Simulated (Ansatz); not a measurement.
Start from `[CH3][Al]([CH3])[AlH][Cl]` and change one atom or group to get `[CH3][Al]([CH3])[CH2]Cl`.

Ansatz, PBE0-D4/def2-TZVP geometries, multiplicity 1. Each molecule was computed in one conformer, which needn't be the lowest.

```tsv
property	`[CH3][Al]([CH3])[AlH][Cl]`
size of the dipole moment (ωB97M-V/def2-TZVPP) / D	2.56
HOMO–LUMO gap (PBE0/def2-TZVPP) / eV	4.25
LUMO energy (PBE0/def2-TZVPP) / eV	-2.47
LUMO energy (ωB97M-V/def2-TZVPP) / eV	-0.81
HOMO energy (PBE/def2-TZVPP) / eV	-5.67
size of the dipole moment (PBE/def2-TZVPP) / D	2.48
```

Q: What does the change do to each property? (Best estimate.)

A: Ansatz gave: 
| property | `[CH3][Al]([CH3])[CH2]Cl` | shift |
| --- | --- | --- |
| size of the dipole moment (ωB97M-V/def2-TZVPP) / D | 1.20 | -1.36 |
| HOMO–LUMO gap (PBE0/def2-TZVPP) / eV | 7.35 | 3.10 |
| LUMO energy (PBE0/def2-TZVPP) / eV | -0.27 | 2.20 |
| LUMO energy (ωB97M-V/def2-TZVPP) / eV | 1.31 | 2.12 |
| HOMO energy (PBE/def2-TZVPP) / eV | -6.33 | -0.66 |
| size of the dipole moment (PBE/def2-TZVPP) / D | 1.08 | -1.40 |

With PBE0 the HOMO falls by 0.90 eV and the LUMO rises by 2.20 eV, so the gap widens by about 3.10 eV. PBE moves the HOMO by -0.66 eV and ωB97M-V by -1.23 eV. Dipoles are sizes alone; their direction can turn.
